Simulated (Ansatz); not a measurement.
All values below come from B3LYP-D3(BJ)/def2-TZVP in Ansatz (a first-principles code). No frequencies were computed at this level.

Ansatz 0.2 input:
```yaml
crystal:
  periodic: [false, false, false]
  atoms:
    - { symbol: B, position_ang: [-0.000147, 0.33655, -0.000001] }
    - { symbol: H, position_ang: [1.043763, -0.167835, -0.000003] }
    - { symbol: H, position_ang: [-1.043614, -0.168715, 0.000004] }
basis:
  gaussian: { orbitals: def2-tzvp }
hamiltonian:
  xc: b3lyp
  dispersion: d3bj
relax:
  max_steps: 150
magnetization:
  spin_polarized: true
  initial_magnetization: 1
```

Output:

```
Functional definition: B3LYP
257 factors; their error is unknown
mean field evaluation 1: about -705.3934 eV, gradient 9.2e0 eV
mean field evaluation 2: about -705.8697 eV, gradient 4.5e0 eV
mean field evaluation 4: about -706.0129 eV, gradient 1.1e-1 eV
mean field evaluation 8: about -706.0085 eV, gradient 1.0e-2 eV
mean field evaluation 16: about -705.3557 eV, gradient 3.4e0 eV
mean field -706.00845476 eV, -25.9453321629 hartree, gradient 3.0e-5 eV, S^2 0.751428; 1 other end points of the search recorded, 0 dependent functions left out
reference -706.00864015 eV, -25.9453389757 hartree; 4, 3 occupied and 39, 40 virtual orbitals, 257 factors
relax step   1: F+E_penalty+E_count = -706.03537021 eV  Δ(F+E_penalty+E_count) = +0.000e0 eV  max|allowed force component| = 6.860e-1 eV/Å  Δτ_max = 0.0000 Å  (32 SCF iters, accepted)
these checks for a lower state are left out or cut short: starts, cluster_reference, orbital_swaps, neighbouring_geometries, increment
257 factors; their error is unknown
mean field -706.02731126 eV, -25.9460251262 hartree, gradient 1.2e-5 eV, S^2 0.751468; 0 other end points of the search recorded, 0 dependent functions left out
reference -706.02749651 eV, -25.9460319341 hartree; 4, 3 occupied and 39, 40 virtual orbitals, 257 factors
relax step   2: F+E_penalty+E_count = -706.05422526 eV  Δ(F+E_penalty+E_count) = -1.886e-2 eV  max|allowed force component| = 1.808e-1 eV/Å  Δτ_max = 0.0236 Å  (29 SCF iters, accepted)
these checks for a lower state are left out or cut short: starts, cluster_reference, orbital_swaps, neighbouring_geometries, increment
257 factors; their error is unknown
mean field evaluation 32: about -706.0289 eV, gradient 1.2e-5 eV
mean field -706.02887293 eV, -25.9460825166 hartree, gradient 1.2e-5 eV, S^2 0.751472; 0 other end points of the search recorded, 0 dependent functions left out
reference -706.02905809 eV, -25.9460893210 hartree; 4, 3 occupied and 39, 40 virtual orbitals, 257 factors
relax step   3: F+E_penalty+E_count = -706.05579199 eV  Δ(F+E_penalty+E_count) = -1.567e-3 eV  max|allowed force component| = 2.449e-2 eV/Å  Δτ_max = 0.0072 Å  (30 SCF iters, accepted)
these checks for a lower state are left out or cut short: starts, cluster_reference, orbital_swaps, neighbouring_geometries, increment
257 factors; their error is unknown
mean field -706.02889771 eV, -25.9460834274 hartree, gradient 2.5e-5 eV, S^2 0.751468; 0 other end points of the search recorded, 0 dependent functions left out
reference -706.02908284 eV, -25.9460902307 hartree; 4, 3 occupied and 39, 40 virtual orbitals, 257 factors
relax step   4: F+E_penalty+E_count = -706.05581871 eV  Δ(F+E_penalty+E_count) = -2.672e-5 eV  max|allowed force component| = 4.551e-3 eV/Å  Δτ_max = 0.0013 Å  (23 SCF iters, accepted)
257 factors; their error is unknown
mean field -706.02889771 eV, -25.9460834274 hartree, gradient 2.5e-5 eV, S^2 0.751468; 2 other end points of the search recorded, 0 dependent functions left out
reference -706.02908284 eV, -25.9460902307 hartree; 4, 3 occupied and 39, 40 virtual orbitals, 257 factors
Total energy: -706.05600384 eV, -25.9470795591 hartree
Atom 0 at    -0.000142     0.336662    -0.000001 Å, force    -0.000003     0.004551    -0.000000 eV/Å
Atom 1 at     1.074168    -0.167877    -0.000003 Å, force    -0.000681    -0.002276     0.000000 eV/Å
Atom 2 at    -1.074024    -0.168785     0.000004 Å, force     0.000684    -0.002275     0.000000 eV/Å
Dipole moment:     0.000043    -0.102012     0.000000 e Å
```

Cost: very roughly 1.6 core-seconds.
